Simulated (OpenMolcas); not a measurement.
Ru3+ in K2NaGaF6: curves along the breathing mode

Ru3+ with its 6 nearest fluoride ions, on the Ga site of K2NaGaF6 (a = 8.246 Å, distance in the model lattice 1.938 Å). The rest of the host is ab initio model potentials to 7.6 Å, with orthogonalisation functions on the cations behind the ligands, and point charges beyond; the distance is set by hand and nothing relaxes. Ligand basis ANO-RCC-VDZP.

- Program: OpenMolcas 26.06
- Method: CASSCF
- Basis: ANO-RCC-VDZP [6s5p3d1f]
- Scalar Hamiltonian: DKH2, point nucleus
- Active space: 5 electrons in 5 orbitals (4d)
- State averaging: 2S+1 = 6 even, 1 root; 2S+1 = 4 even, 24 roots; 2S+1 = 2 even, 75 roots
- Spin-orbit coupling: RASSI with atomic mean-field integrals over the reference wave functions

Spin-free energies (labels of O, the rotations of Oh) in cm-1 above the lowest fitted minimum, as all ligands move together:

| R (Å) | 2T2 | 6A1 | 2T1 | 2A2 | 2T2(2) | 2E | 2T1(2) |
| --- | --- | --- | --- | --- | --- | --- | --- |
| 1.842 | 10700 | 39290 | 41350 | 41430 | 43860 | 45570 | 51360 |
| 1.885 | 3900 | 25410 | 31180 | 31270 | 33650 | 35380 | 41040 |
| 1.928 | 590 | 15870 | 24900 | 24990 | 27320 | 29070 | 34600 |
| 1.972 | 240 | 9930 | 21870 | 21990 | 24260 | 26030 | 31420 |
| 2.015 | 2440 | 7350 | 21780 | 21930 | 24130 | 25930 | 31170 |
| 2.058 | 6850 | 7540 | 24160 | 24340 | 26470 | 28290 | 33400 |
| 2.102 | 13380 | 10290 | 28870 | 29090 | 31150 | 32980 | 37960 |

Cubic fits give the following; the wavenumber is harmonic, with the mass of all moving ligands, small differences in it between states hang on the degree of the fit, a number in brackets counts states of one label, and the table is a selection of at most 14 states with clean curves.

```tsv
State	R0 (Å)	Breathing mode (cm-1)	Minimum (cm-1)
2T2	1.956	661	0
6A1	2.032	647	7130
2T1	1.994	656	21470
2A2	1.994	657	21600
2T2(2)	1.995	656	23830
2E	1.994	656	25620
2T1(2)	1.997	653	30930
2T2(3)	1.995	652	33090
4E	2.031	647	31230
2A1	1.999	638	35610
4E(2)	2.030	647	36590
2E(2)	2.012	632	39130
2A1(2)	2.026	664	41920
2T2(4)	2.029	649	43460
```

The minimum of 2T1 is shifted by +0.0384 Å against 2T2 (from the unrounded fits). With M = 114.0 u for the moving shell, the Huang-Rhys factor in this mode is S = M ω ΔR² / 2ħ = 0.01483 × 114.0 × 661 × 0.0384² = 1.65. Only the first shell moves, against a rigid host.

Without dynamic correlation the repulsion within the d shell is too large (B by tens of per cent), so at a given field states of lower spin stand too high. With metal d orbitals alone the field can be off either way by tens of per cent. Ligand-to-metal charge-transfer states are missing. With no ligand orbital active B as a rule stays too high, so bands that hang on it stand too high and its fall with covalency is understated. An orbital triplet at a regular site is open to Jahn-Teller coupling, which can distort the site and quench the lowest spin-orbit gaps and is left out (holds for R = 1.842; R = 1.885; R = 1.928; R = 1.972; R = 2.015; R = 2.058). The least metal-like active orbital is 77 % on the metal (Löwdin) and no ligand orbital is active, so the numbers are rough (holds for R = 1.842). The least metal-like active orbital is 78 % on the metal (Löwdin) and no ligand orbital is active, so the numbers are rough (holds for R = 1.885). The least metal-like active orbital is 79 % on the metal (Löwdin) and no ligand orbital is active, so the numbers are rough (holds for R = 1.928). This shell can be high or low spin here, a state of another spin lies low, and with metal d orbitals alone active their balance is uncertain, so the ground spin may be wrong, although the usual error favours high spin (holds for R = 1.972; R = 2.015; R = 2.058). The least metal-like active orbital is 80 % on the metal (Löwdin) and no ligand orbital is active, so the numbers are rough (holds for R = 1.972). The least metal-like active orbital is 81 % on the metal (Löwdin) and no ligand orbital is active, so the numbers are rough (holds for R = 2.015; R = 2.058). This shell can be high or low spin here, a state of another spin lies low, and with metal d orbitals alone active their balance is uncertain, so the ground spin may be wrong (holds for R = 2.102). The least metal-like active orbital is 85 % on the metal (Löwdin) and no ligand orbital is active, so the numbers are rough (holds for R = 2.102). No measured value stands beside these numbers.
